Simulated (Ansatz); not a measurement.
`S[SiH2][O][GeH3]` + `[AlH2][CH2][AlH2]` → `[AlH2][CH]([AlH2])[GeH3]` + `O[SiH2]S`  (formal exchange of groups at a Ge–O bond)

Computed with Ansatz on PBE0-D4/def2-TZVP structures; ΔE is electronic, products minus reactants. CCSD(T)/CBS adds triple-zeta CCSD(T) − MP2 to the extrapolated MP2 energy (def2 sets, frozen cores). Functionals use def2-TZVPP. B3LYP here is the variant with VWN-RPA as its local correlation; programs differ in this. HSE06 is defined as in plane-wave codes. For Ge outer-core shells are correlated without core-valence functions, which leaves a few kJ/mol of doubt a bond. Scalar relativity is left out up to krypton. One conformer a species, not always the lowest.

`S[SiH2][O][GeH3]`:

```xyz
10

S    -2.319   -0.234    0.150
Si   -0.664    0.934    0.839
O     0.773    0.257    0.489
Ge    1.354   -0.601   -0.964
H    -2.117   -1.234    1.025
H    -0.724    1.103    2.309
H    -0.852    2.228    0.136
H     0.859   -2.052   -0.890
H     2.882   -0.517   -0.884
H     0.808    0.115   -2.210
```

`[AlH2][CH2][AlH2]`:

Cartesian coordinates in Å:
```
Al -0.723 -1.516 -0.166
C -0.545 0.363 0.269
Al 1.158 1.226 -0.049
H -1.183 -1.955 -1.622
H -0.378 -2.621 0.922
H -1.295 0.902 -0.324
H -0.764 0.467 1.340
H 1.458 1.901 -1.455
H 2.271 1.233 1.085
```

`[AlH2][CH]([AlH2])[GeH3]`:

Cartesian coordinates in Å:
```
Al -1.345 1.417 0.063
C 0.023 0.137 0.546
Al -0.560 -1.689 0.810
Ge 1.420 0.158 -0.836
H -1.898 1.449 -1.424
H -1.904 2.422 1.158
H 0.442 0.473 1.503
H -0.872 -2.602 -0.451
H -0.725 -2.257 2.283
H 1.997 1.578 -1.023
H 0.828 -0.314 -2.173
H 2.592 -0.773 -0.457
```

`O[SiH2]S`:

```xyz
7

O    -0.730   -1.299    0.196
Si   -0.445    0.293   -0.090
S     1.623    0.755   -0.336
H    -0.335   -1.931   -0.408
H    -1.044    0.759   -1.366
H    -1.025    0.989    1.077
H     1.956    0.434    0.927
```

CCSD(T)/CBS gives +29.4 kJ/mol.

(1) Another level gave +46.5 kJ/mol. Which?
A. BHLYP/def2-TZVPP
B. HSE06-D4/def2-TZVPP
C. B3LYP-D4/def2-TZVPP
D. r2SCAN0/def2-TZVPP

Largest T1 diagnostic among the species: 0.012.

## Answers

(1) A. BHLYP 46.5, r2SCAN0 33.8, HSE06-D4 28.9, B3LYP-D4 41.5 kJ/mol.

Leaving LDA and LC-ωPBE aside and taking each functional with its dispersion term where it has one, the values, not all of them listed here, spread over 15.7 kJ/mol, from PBE-D4 to CAM-B3LYP-D4. LDA lies −5.8 kJ/mol from PBE without D4. In def2-TZVPP, CCSD(T) changes the Hartree–Fock value by −22.3 kJ/mol (the triples alone add −2.6 kJ/mol) and MP2 by −24.0 kJ/mol.

CCSD(T)/CBS has its own doubt, a few kJ/mol and more with outer-core shells, so smaller differences from it don't rank the levels.
